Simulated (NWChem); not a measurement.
System: C$_{2}$H$_{5}$O$_{2}$, doublet; SMILES [O]CCO

Input file for NWChem:

```
start job
memory heap 200 mb stack 700 mb global 900 mb
geometry units angstroms noautoz
  O      0.607087     1.455873    -0.194721
  C     -0.454087     0.804313     0.299890
  C     -0.494733    -0.633829    -0.304593
  O      0.564839    -1.442142     0.065594
  H     -0.423845     0.681832     1.407805
  H     -1.426327     1.265325     0.013707
  H     -0.474020    -0.543320    -1.400634
  H     -1.481591    -1.047079    -0.014612
  H      0.532276    -1.584069     1.017617
end
basis spherical
  * library 3-21g
end
dft
  odft
  mult 2
  xc xpbe96 cpbe96
  iterations 150
  mulliken
end
task dft gradient
```

Parts of the log:

```
             Northwest Computational Chemistry Package (NWChem) 7.3.0
             --------------------------------------------------------

 C1  symmetry detected

                             Geometry "geometry" -> ""
                             -------------------------

 Output coordinates in angstroms (scale by  1.889725989 to convert to a.u.)

  No.       Tag          Charge          X              Y              Z
 ---- ---------------- ---------- -------------- -------------- --------------
    1 O                    8.0000     0.61646683     1.45370081    -0.16055423
    2 C                    6.0000    -0.46759336     0.80965519     0.29252354
    3 C                    6.0000    -0.50343848    -0.62269551    -0.32585404
    4 O                    8.0000     0.53441681    -1.44580465     0.07220233
    5 H                    1.0000    -0.47574420     0.67731795     1.39968759
    6 H                    1.0000    -1.42470998     1.28381092    -0.02178126
    7 H                    1.0000    -0.44510460    -0.52299148    -1.41973842
    8 H                    1.0000    -1.50382470    -1.02751332    -0.07266794
    9 H                    1.0000     0.46850538    -1.59555151     1.02129820

 Effective nuclear repulsion energy (a.u.)     124.2486510759

  pbe96 is a nonlocal functional; adding pw91lda local functional.

                                 NWChem DFT Module
                                 -----------------

 Summary of "ao basis" -> "ao basis" (spherical)
 ------------------------------------------------------------------------------
       Tag                 Description            Shells   Functions and Types
 ---------------- ------------------------------  ------  ---------------------
 O                           3-21g                   5        9   3s2p
 C                           3-21g                   5        9   3s2p
 H                           3-21g                   2        2   2s

            General Information
            -------------------
          SCF calculation type: DFT
          Wavefunction type:  spin polarized.
          No. of atoms     :     9
          No. of electrons :    33
           Alpha electrons :    17
            Beta electrons :    16
          Charge           :     0
          Spin multiplicity:     2
          Use of symmetry is: off; symmetry adaption is: off
          Maximum number of iterations: 150
          AO basis - number of functions:    46
                     number of shells:    30
          Convergence on energy requested:  1.00D-06
          Convergence on density requested:  1.00D-05
          Convergence on gradient requested:  5.00D-04

              XC Information
              --------------
          PerdewBurkeErnzerhof Exchange Functional  1.000
            Perdew 1991 LDA Correlation Functional  1.000 local
           PerdewBurkeErnz. Correlation Functional  1.000 non-local

             Grid Information
             ----------------
          Grid used for XC integration:  medium
          Radial quadrature: Mura-Knowles
          Angular quadrature: Lebedev.
          Tag              B.-S. Rad. Rad. Pts. Rad. Cut. Ang. Pts.
          ---              ---------- --------- --------- ---------
          O                   0.60       49           8.0       434
          C                   0.70       49           8.0       434
          H                   0.35       45           9.0       434
          Grid pruning is: on
          Number of quadrature shells:   421
          Spatial weights used:  Erf1

      Superposition of Atomic Density Guess
      -------------------------------------

 Sum of atomic energies:        -226.14589871

      Non-variational initial energy
      ------------------------------

 Total energy =    -227.827690
 1-e energy   =    -555.151171
 2-e energy   =     203.074830
 HOMO         =      -0.264033
 LUMO         =       0.175043

     ---------------------------------------------
      Total Density - Mulliken Population Analysis
     ---------------------------------------------

    Atom       Charge   Shell Charges
 -----------   ------   -------------------------------------------------------
    1 O    8     8.91   1.99  0.45  2.25  1.50  2.73
    2 C    6     5.87   1.99  0.39  1.33  0.99  1.16
    3 C    6     5.86   1.99  0.39  1.29  1.01  1.18
    4 O    8     8.69   1.99  0.43  2.17  1.44  2.66
    5 H    1     0.81   0.42  0.38
    6 H    1     0.80   0.42  0.38
    7 H    1     0.79   0.43  0.36
    8 H    1     0.77   0.41  0.35
    9 H    1     0.51   0.33  0.18

     --------------------------------------------
      Spin Density - Mulliken Population Analysis
     --------------------------------------------

[...]

                         DFT ENERGY GRADIENTS

    atom               coordinates                        gradient
                 x          y          z           x          y          z
   1 O       1.164953   2.747096  -0.303403   -0.032925  -0.019203   0.015636
   2 C      -0.883623   1.530026   0.552789    0.019127  -0.008463  -0.016129
   3 C      -0.951361  -1.176724  -0.615775    0.027164   0.000480   0.016670
   4 O       1.009901  -2.732175   0.136443   -0.030157   0.015684   0.026878
   5 H      -0.899026   1.279945   2.645026    0.004897   0.004681  -0.004671
   6 H      -2.692311   2.426051  -0.041161    0.006952   0.002832  -0.000351
   7 H      -0.841126  -0.988311  -2.682917   -0.001354  -0.001458   0.000323
   8 H      -2.841817  -1.941719  -0.137322    0.004875  -0.001404  -0.000915
   9 H       0.885347  -3.015155   1.929974    0.001421   0.006851  -0.037440
```

Level: PBE/3-21G, spin-unrestricted. All runs use the structure optimised with PBE0/def2-SVP, spin-unrestricted. No stability test was run on the SCF state.
